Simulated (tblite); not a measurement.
Compound: C5H13NO2Si2.
Numbering: `[NH2:1][SiH2:2][SiH2:3][O:4][C@@H:5]1[CH2:6][CH2:7][C:8](=[O:9])[CH2:10]1` (hydrogens: H11, H12 on N1; H13, H14 on Si2; H15, H16 on Si3; H17 on C5; H18, H19 on C6; H20, H21 on C7; H22, H23 on C10)

Geometry (GFN2-xTB, Å), atoms numbered from 1 in this order:
```
atom  x, y, z in Å
N1     4.6904    0.2915    0.3275
Si2    3.1636    1.0955    0.3774
Si3    1.6809   -0.5488   -0.1832
O4     0.2810    0.2765   -0.0902
C5    -0.9972   -0.1767   -0.3997
C6    -2.0165    0.9700   -0.3434
C7    -3.3584    0.2739   -0.1497
C8    -3.0446   -1.0067    0.5979
O9    -3.8494   -1.7468    1.0937
C10   -1.5442   -1.1937    0.6046
H11    5.5122    0.7967    0.6164
H12    4.9197   -0.2899   -0.4618
H13    3.1049    1.6044    1.7547
H14    3.1057    2.3043   -0.4764
H15    1.6172   -1.7466    0.6750
H16    1.7999   -1.1333   -1.5369
H17   -0.9863   -0.6242   -1.4037
H18   -1.9810    1.5908   -1.2362
H19   -1.7748    1.5939    0.5183
H20   -3.7994   -0.0084   -1.1088
H21   -4.0949    0.8712    0.3865
H22   -1.2606   -2.2232    0.3921
H23   -1.1732   -0.9433    1.6018
```

All values are computed: GFN2-xTB (tblite) harmonic vibrations without scaling, gas phase. The method is semi-empirical: single wavenumbers can be off by several per cent or more. Modes of hydrogen on silicon can be 10 to 20 % off. One conformer, not necessarily the lowest.

Harmonic wavenumbers (cm⁻¹): 25.4, 31.0, 56.2, 59.1, 90.7, 131.0, 163.7, 184.4, 227.4, 324.4, 388.5, 414.9, 449.7, 476.9, 500.8, 505.5, 531.5, 533.1, 571.9, 586.3, 619.8, 683.0, 748.6, 760.5, 822.4, 827.8, 838.4, 859.5, 876.4, 894.5, 914.2, 938.3, 948.6, 1040.8, 1096.4, 1111.2, 1125.2, 1139.1, 1163.3, 1191.3, 1237.2, 1265.4, 1281.5, 1303.9, 1338.7, 1428.2, 1434.4, 1488.4, 1541.2, 1803.1, 2080.4, 2094.0, 2152.7, 2196.7, 2872.2, 2966.2, 2967.8, 2997.7, 3010.4, 3012.6, 3021.4, 3478.4, 3509.0.

A = 3117, B = 349.7, C = 330.2 MHz; mass 175.048 u (most abundant isotopes); point group C1, symmetry number 1.

Problem. Zero-point energy?

Solution. ½Σν̃ = 37667 cm⁻¹ = 450.59 kJ/mol.

Problem. Give the ideal-gas entropy at 400 K and 1 bar in the rigid-rotor, harmonic-oscillator model (classical rotation).

Solution. Translation 179.38, rotation 134.07, vibration 251.20: S = 564.7 J/(mol K).

Problem. And Cp and H(400 K) − H(0)?

Solution. Cp = 265.53 J/(mol K), of which vibrations give 232.27 (their classical limit is 63 R = 523.8); H(400 K) − H(0) = 61.84 kJ/mol without the zero-point energy, 48.53 from vibrations.

Problem. Blend soft modes into free rotors: weight 1/[1 + (100 cm⁻¹/ν̃)⁴] for the oscillator and the rest for a rotor with moment μB/(μ + B), μ = h/(8π²ν), B = 10⁻⁴⁴ kg m². What vibrational entropy results?

Solution. 219.33 J/(mol K) in place of 251.20, which changes −T·S at 400 K by +12.75 kJ/mol.

Problem. Which modes carry the vibrational entropy at 400 K?

Solution. 25.4 cm⁻¹: 28.21; 31.0 cm⁻¹: 26.56; 56.2 cm⁻¹: 21.62; 59.1 cm⁻¹: 21.20; 90.7 cm⁻¹: 17.66; 131.0 cm⁻¹: 14.65 J/(mol K); the other 57 give 121.29 together.

Hindered rotation and anharmonicity are outside this model. Other conformers, if any are populated, would add a mixing term that is left out. The structure is chiral; the term R ln 2 for an equal mix with its mirror image is left out.
